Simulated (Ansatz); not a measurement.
C3H3F3O (`FC(F)[C@H]1O[C@H]1F`). Charge 0, multiplicity 1. The geometry is a stationary point of PBE0-D4/def2-TZVP. It is one conformer, not always the lowest.

```xyz
10

F    -1.924   -0.278    0.821
C    -1.150    0.360   -0.091
F    -1.865    0.454   -1.237
C     0.079   -0.463   -0.332
O     1.173    0.228   -0.948
C     1.316   -0.155    0.365
F     1.338    0.850    1.264
H    -0.929    1.368    0.267
H    -0.115   -1.467   -0.703
H     2.077   -0.896    0.594
```

(1) What is the dipole moment at ωB97M-V/def2-TZVPP? (Best estimate.)

(2) And with PBE, r2SCAN, B3LYP? (Best estimate.)

(3) Give the Mulliken charges with ωB97M-V, PBE, B3LYP in def2-TZVPP. (Estimate.)

Answers

(1) Computed: 1.92 D, with components (1.19, -1.38, 0.60) D in this frame, pointing from negative to positive charge.

(2) Computed: PBE 1.77 D, r2SCAN 1.85 D, B3LYP 1.92 D.

(3) Computed: 
| atom | ωB97M-V | PBE | B3LYP |
| --- | --- | --- | --- |
| F1 | -0.19 | -0.16 | -0.20 |
| C2 | 0.29 | 0.25 | 0.32 |
| F3 | -0.19 | -0.16 | -0.20 |
| C4 | 0.02 | 0.03 | 0.04 |
| O5 | -0.29 | -0.24 | -0.30 |
| C6 | 0.24 | 0.19 | 0.25 |
| F7 | -0.20 | -0.16 | -0.21 |
| H8 | 0.09 | 0.06 | 0.08 |
| H9 | 0.12 | 0.10 | 0.12 |
| H10 | 0.11 | 0.09 | 0.10 |

B3LYP here is the variant with VWN-RPA as its local correlation; programs differ in this.
